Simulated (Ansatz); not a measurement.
Reaction (atomization): `[OH][GeH]([F])[SiH3]` → F• + Ge• + 5 H• + O• + Si•

Computed with Ansatz on PBE0-D4/def2-TZVP structures; ΔE is electronic, products minus reactants. CCSD(T)/CBS adds triple-zeta CCSD(T) − MP2 to the extrapolated MP2 energy (def2 sets, frozen cores). This one scheme is used for every species, atoms too. Functionals use def2-TZVPP. HSE06 is defined as in plane-wave codes. No spin–orbit coupling; open shells (•) take unrestricted orbitals. Spin–orbit coupling would lower the free atoms: a little for F, O, Si; clearly for Ge. Bonds to Ge are less sure, by a few kJ/mol each and by 10 to 20 or more in all where they break to atoms, as the def2 sets lack core-valence functions. Scalar relativity is left out up to krypton. Each species was taken in one conformer, which may not be the lowest.

```tsv
level	ΔE (kJ/mol)
PBE0-D4	2781.6
r2SCANh-D4	2810.4
HSE06-D4	2782.6
ωB97M-V	2822.6
BHLYP	2712.4
CCSD/def2-SVP	2600.5
CCSD/def2-TZVPP	2739.6
SCS-MP2/def2-QZVPP	2857.5
```

Q: What does CCSD(T)/CBS give? (Best estimate.)

A: The calculation gave: +2851.6 kJ/mol. The listed levels differ from it by -70.0, -41.2, -69.0, -29.0, -139.2, -251.1, -112.0, 5.9 kJ/mol.

Largest T1 diagnostic among the species: 0.013.

From BLYP to BHLYP (50 % exact exchange), in def2-TZVPP and without D4, ΔE moves by −59.8 kJ/mol: exact exchange takes away binding that semilocal exchange gives to molecules. Leaving LDA and LC-ωPBE aside and taking each functional with its dispersion term where it has one, the values, not all of them listed here, spread over 119.6 kJ/mol, from BHLYP-D4 to ωB97X-V. LDA lies +404.8 kJ/mol from PBE without D4, its usual overbinding. In def2-TZVPP, CCSD(T) changes the Hartree–Fock value by +747.3 kJ/mol (the triples alone add +38.8 kJ/mol) and MP2 by +778.4 kJ/mol; breaking electron pairs costs correlation energy, which Hartree–Fock lacks.

For atomizations the MP2-based limit and the directly extrapolated one differ by several kJ/mol either way, and by 10 to 25 for some Ge, Se and Sn compounds, so smaller differences from it don't rank the levels.
